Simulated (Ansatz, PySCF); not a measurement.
System: sum formula BNH₂, net charge -1, doublet state. 
Structure (B3LYP-D3(BJ)/def2-TZVP (Ansatz, a program for electronic structure) minimum search):
```xyz
4

B      0.6158     0.4249     0.0306
N     -0.4956    -0.3290    -0.0241
H      1.7714     0.0102     0.0435
H     -1.3813     0.1686    -0.0274
```
Charge -1, spin multiplicity 2.

Total electronic energies in hartree. Valence correlation only, unless marked. Open shells are spin-unrestricted. Spin-orbit coupling is left out. Non-relativistic. CBS marks a two-point X^-3 extrapolation of the correlation energy; Hartree-Fock from the larger set. [CCSD(T)-MP2]/basis is that difference in the basis named.

```json
[
 {"level": "HF/STO-3G", "program": "Ansatz", "energy (Eh)": "-79.00807"},
 {"level": "RI-HF/def2-QZVPP", "program": "Ansatz", "energy (Eh)": "-80.27222"},
 {"level": "SVWN5/def2-TZVPD", "program": "Ansatz", "energy (Eh)": "-80.05638"},
 {"level": "revPBE-D4/def2-TZVPD", "program": "Ansatz + dftd4", "energy (Eh)": "-80.78499"},
 {"level": "BP86/def2-TZVPD", "program": "PySCF", "energy (Eh)": "-80.80200"},
 {"level": "PBE0/STO-3G", "program": "Ansatz", "energy (Eh)": "-79.42834"},
 {"level": "r2SCANh-D4/def2-TZVPD", "program": "Ansatz + dftd4", "energy (Eh)": "-80.74333"},
 {"level": "PW6B95-D4/def2-TZVPD", "program": "PySCF + dftd4", "energy (Eh)": "-80.89964"},
 {"level": "HSE06-D3(BJ)/def2-TZVPD", "program": "Ansatz + dftd3", "energy (Eh)": "-80.68805"},
 {"level": "HSE06-D4/def2-TZVPD", "program": "Ansatz + dftd4", "energy (Eh)": "-80.68853"},
 {"level": "LC-wPBE-D4/def2-TZVPD", "program": "Ansatz + dftd4", "energy (Eh)": "-80.73504"},
 {"level": "wB97X-V/def2-TZVPD", "program": "Ansatz", "energy (Eh)": "___"},
 {"level": "MP2/def2-SVPD", "program": "Ansatz", "energy (Eh)": "-80.44931"},
 {"level": "MP2/def2-TZVPP", "program": "Ansatz", "energy (Eh)": "-80.58016"},
 {"level": "MP2/CBS(def2-TZVPPD,def2-QZVPPD)", "program": "Ansatz", "energy (Eh)": "-80.6279"},
 {"level": "CCSD/6-31G*", "program": "Ansatz", "energy (Eh)": "-80.46035"},
 {"level": "CCSD(T)/STO-3G", "program": "Ansatz", "energy (Eh)": "-79.12263"},
 {"level": "CCSD(T)/6-31G", "program": "Ansatz", "energy (Eh)": "-80.35811"},
 {"level": "CCSD(T)/cc-pVDZ", "program": "Ansatz", "energy (Eh)": "-80.50684"},
 {"level": "CCSD(T)/def2-SVP", "program": "Ansatz", "energy (Eh)": "-80.44077"},
 {"level": "CCSD(T)/cc-pwCVTZ", "program": "Ansatz", "energy (Eh)": "-80.60836"},
 {"level": "RI-MP2/CBS(def2-TZVPPD,def2-QZVPPD)+[CCSD(T)-MP2]/def2-QZVPPD", "program": "Ansatz", "energy (Eh)": "-80.6554"},
 {"level": "CCSD(T)/CBS(def2-TZVPPD,def2-QZVPPD)", "program": "Ansatz", "energy (Eh)": "-80.6537"}
]
```

Q: What belongs in the gaps?

A: 
- wB97X-V/def2-TZVPD, energy (Eh): -80.76482
